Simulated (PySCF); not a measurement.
Spinor energies of Ir⁶⁶⁺ (iridium, charge +66)

Start: [Ne] 3s1; 3s1/2 filled at m_j = +1/2. Calculated with PySCF 2.14 in an uncontracted even-tempered set (17 s from 23 bohr⁻², ratio 2.4; 14 p from 29 bohr⁻², ratio 2.4; 4 d from 93 bohr⁻², ratio 2.6; 4 f from 140 bohr⁻², ratio 2.6): generalised Hartree-Fock with the X2C-1e Hamiltonian and a Gaussian nucleus; one run each with spin-orbit coupling (SO) switched off, then screened by Boettger's factors.

```tsv
spinor shell	electrons	ε, spin-free (eV)	ε, screened SO (eV)	weight of nominal j (screened SO)	rms radius, screened SO (bohr)
1s1/2	2	-82455.9	-82436.1	1.000	0.0197
2s1/2	2	-19094.8	-19089.9	1.000	0.0782
2p1/2	2	-17363.6	-18572.1	1.000	0.0662
3s1/2	1	-7858.5	-7857.6	1.000	0.186
```

(1) Where does 2p3/2 lie, and what is the 2p spin-orbit splitting (screened SO)?

```json
{"quantity": "E (hartree)", "spin-free": "-12361.97819", "screened SO": "-12381.57770"}
{"quantity": "M_J", "spin-free": "1/2", "screened SO": "1/2"}
{"quantity": "⟨J²⟩", "spin-free": "0.750", "screened SO": "0.750"}
{"quantity": "⟨L²⟩", "spin-free": "0.000", "screened SO": "0.041"}
{"quantity": "⟨S²⟩", "spin-free": "0.750", "screened SO": "0.791"}
```

Each row is a mean over spinors that exchange with the open shell spreads, by up to 17.899 eV (2s1/2).

Breit and QED terms are absent; they matter most for the inner s and p1/2 levels.

Densities and radii are taken from the X2C orbitals without a picture-change correction, which distorts them close to the nucleus.

Without spin-orbit coupling the j labels of p, d and f shells carry no meaning; the spin-free column gives the mean over the occupied spinors of each nl shell.

Answers

(1) At -16887.2 eV, 1684.9 eV above 2p1/2.
